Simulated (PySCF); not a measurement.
**Electron correlation in Ge+ (germanium, charge +1)**

[Ar] 3d10 4s2 4p1, 2P determinant. Calculation: PySCF 2.14, in cc-pVTZ-PP with ECP10MDF; a scalar-relativistic core potential. Frozen: 3s2 3p6 3d10; 3 electrons correlated.

MP2 pair energies summed by pair of shells (mhartree):

| pair | energy | share (%) |
| --- | --- | --- |
| 4s-4s | -21.20 | 56.5 |
| 4s-4p | -16.34 | 43.5 |

Total MP2 correlation energy: -37.54 mhartree.

Same-spin part -2.56 and opposite-spin part -34.98 mhartree; SCS-MP2 scales them by 1/3 and 6/5 to -42.83 mhartree.

```tsv
level	correlation energy (mhartree)
CCSD	-51.25
(T)	-0.78
CCSD(T)	-52.03
```

Diagnostics: T1 = 0.010, D1 = 0.0239, largest double amplitude 0.093.

Cost of the coupled-cluster step: 0.19 s of wall time on 1 thread of Intel(R) Xeon(R) 6975P-C (shared host), for 3 correlated electrons.

Iterations:

```
CC2 = 0
CCSD nocc = (np.int64(2), np.int64(1)), nmo = (30, 30)
frozen orbitals [[0, 1, 2, 3, 4, 5, 6, 7, 8], [0, 1, 2, 3, 4, 5, 6, 7, 8]]
max_cycle = 100
direct = 0
conv_tol = 1e-08
conv_tol_normt = 1e-06
diis_space = 8
diis_start_cycle = 0
Init t2, MP2 energy = -0.0375381464579907
Init E_corr(UCCSD) = -0.0375381464581143
cycle = 1  E_corr(UCCSD) = -0.0464861217212802  dE = -0.00894797526  norm(t1,t2) = 0.0466723
cycle = 2  E_corr(UCCSD) = -0.0493340579097008  dE = -0.00284793619  norm(t1,t2) = 0.0191503
cycle = 3  E_corr(UCCSD) = -0.0512578040826876  dE = -0.00192374617  norm(t1,t2) = 0.00864744
cycle = 4  E_corr(UCCSD) = -0.0512434244716264  dE = 1.43796111e-05  norm(t1,t2) = 0.0010242
cycle = 5  E_corr(UCCSD) = -0.0512539010637996  dE = -1.04765922e-05  norm(t1,t2) = 0.000116855
cycle = 6  E_corr(UCCSD) = -0.0512512133904336  dE = 2.68767337e-06  norm(t1,t2) = 1.99073e-05
cycle = 7  E_corr(UCCSD) = -0.0512523272723318  dE = -1.1138819e-06  norm(t1,t2) = 4.82866e-06
cycle = 8  E_corr(UCCSD) = -0.0512520245283421  dE = 3.0274399e-07  norm(t1,t2) = 1.28935e-06
cycle = 9  E_corr(UCCSD) = -0.0512520546579112  dE = -3.01295691e-08  norm(t1,t2) = 2.06344e-07
cycle = 10  E_corr(UCCSD) = -0.0512520594928547  dE = -4.83494349e-09  norm(t1,t2) = 4.40442e-08
UCCSD converged
E(UCCSD) = -293.1318205423383  E_corr = -0.05125205949285473
UCCSD(T) correction = -0.000782494181174714
```
